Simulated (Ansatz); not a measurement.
Cost and result up the ladder for n-GeGeGeGeGeH12 (Ge₅H₁₂) (17 atoms). Charge 0, multiplicity 1. Geometry: PBE0-D4/def2-SVP.

```tsv
atom	x (Å)	y (Å)	z (Å)
Ge1	-1.379	-2.145	-0.787
Ge2	-0.106	-1.665	1.221
Ge3	1.849	-0.343	0.648
Ge4	1.140	1.404	-0.880
Ge5	-0.750	2.596	0.058
H6	-0.490	-2.878	-1.807
H7	-2.604	-3.022	-0.473
H8	-1.864	-0.827	-1.421
H9	0.304	-2.978	1.917
H10	-0.987	-0.860	2.197
H11	2.470	0.279	1.915
H12	2.908	-1.244	-0.019
H13	2.291	2.386	-1.175
H14	0.719	0.747	-2.213
H15	-1.330	3.606	-0.950
H16	-0.319	3.353	1.329
H17	-1.853	1.590	0.441
```

Ansatz on 4 threads of Arm Neoverse V2 on a shared host. Times are rough, and most runs start from the orbitals of an earlier one. PBE0-D4/def2-TZVP serves as the yardstick here, not as an exact answer. Differences are given only for rows in sets of like size (and for xTB, whose basis is part of the method), since another set adds its own error. Binding counts from free atoms at the same level (Ge triplet, H doublet; other spins of the atoms weren't run), without zero-point energy or a counterpoise term.

LC-ωPBE has ω = 0.4 bohr⁻¹. Correlated methods freeze 45 core orbitals; core or outer-core shells of Ge are correlated, in sets that lack core-valence functions. Another isomer (singlet) lies 0.11 eV lower at PBE0-D4/def2-TZVP; other spin states weren't run for this one.

Correlated methods converge slowly with the basis.

| level | functions | wall time | binding energy per atom (eV) | difference from PBE0-D4/def2-TZVP (eV) |
| --- | --- | --- | --- | --- |
| PBE-D4/def2-SVP | 220 | 4.4 s | 2.66 | – |
| revPBE-D4/def2-TZVP | 312 | 8.5 s | 2.61 | -0.06 |
| PBE-D4/def2-TZVP (with forces) | 312 | 9.5 s | 2.66 | -0.01 |
| PBE0-D4/def2-SVP | 220 | 9.5 s | 2.67 | – |
| LC-ωPBE/def2-TZVP | 312 | 13 s | 2.66 | -0.01 |
| r2SCAN-D4/def2-TZVP | 312 | 15 s | 2.72 | 0.05 |
| MP2/def2-TZVP | 312 | 20 s | 2.58 | -0.09 |
| PBE0-D4/def2-TZVP | 312 | 21 s | 2.67 | 0.00 |
